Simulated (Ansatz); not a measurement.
GaH₂F. The state is a triplet with charge 0. Geometry PBE0-D4/def2-TZVP, that of the neutral singlet; atoms count from 1.

Cartesian coordinates in Å:
```
Ga 0.0583 0.1065 0.0319
H -0.8535 1.1242 0.7751
H 1.5544 0.1545 -0.3913
F -0.7592 -1.3852 -0.4157
```

At PBE0-D4/def2-TZVP a singlet of charge 0 lies 5.36 eV below the triplet at the same geometry.

(1) Estimate the Mulliken populations from the PBE0/def2-TZVP orbitals of Ansatz.

(2) Where does the spin sit?

(3) And the Mayer bond orders between bonded heavy atoms (over 0.3)?

Results:

(1) 
| atom | charge (e) | spin (α − β) |
| --- | --- | --- |
| Ga1 | 0.01 | 1.10 |
| H2 | 0.15 | 0.36 |
| H3 | 0.15 | 0.36 |
| F4 | -0.30 | 0.17 |
Mulliken values and Mayer orders depend strongly on the basis.

(2) Summed by element: Ga 1.10, H 0.73, F 0.17, of 2 unpaired in all. Largest on single atoms: Ga1 1.10, H2 0.36, H3 0.36.

(3) Ga1–F4 0.98 (1.76 Å).
